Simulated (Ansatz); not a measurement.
Calculated with Ansatz (gas phase, PBE0-D4/def2-TZVP geometries, no zero-point term in ΔE). CCSD(T)/CBS is the MP2 limit (def2-TZVPP, def2-QZVPP) plus CCSD(T) − MP2 in def2-TZVPP, frozen cores. This one scheme is used for every species. Functionals use def2-TZVPP. Each species was taken in one conformer, which may not be the lowest.

Reaction (formal exchange of groups at the Si–O bond): `C[Si](O)(Cl)C#N` + CH₄ → `C[Si](C)(Cl)C#N` + H₂O

CCSD(T)/CBS gives +101.0 kJ/mol.

**Question.** Another level gave +104.9 kJ/mol. Which?
A. HF/def2-TZVPP
B. PBE/def2-TZVPP
C. r2SCAN/def2-TZVPP
D. ωB97X-V/def2-TZVPP

**Answer.** D. ωB97X-V 104.9, r2SCAN 109.1, HF/def2-TZVPP 120.3, PBE 99.9 kJ/mol.

Largest T1 diagnostic among the species: 0.012.

The D4 term adds −3.9 kJ/mol with B3LYP and −2.4 kJ/mol with PBE0; it sums over pairs of atoms, weighted by their polarisabilities, and B3LYP, whose exchange is more repulsive, gets the larger term. In def2-TZVPP, CCSD(T) changes the Hartree–Fock value by −16.3 kJ/mol (the triples alone add −1.6 kJ/mol) and MP2 by −16.3 kJ/mol.

B3LYP here is the variant with VWN-RPA as its local correlation; programs differ in this.
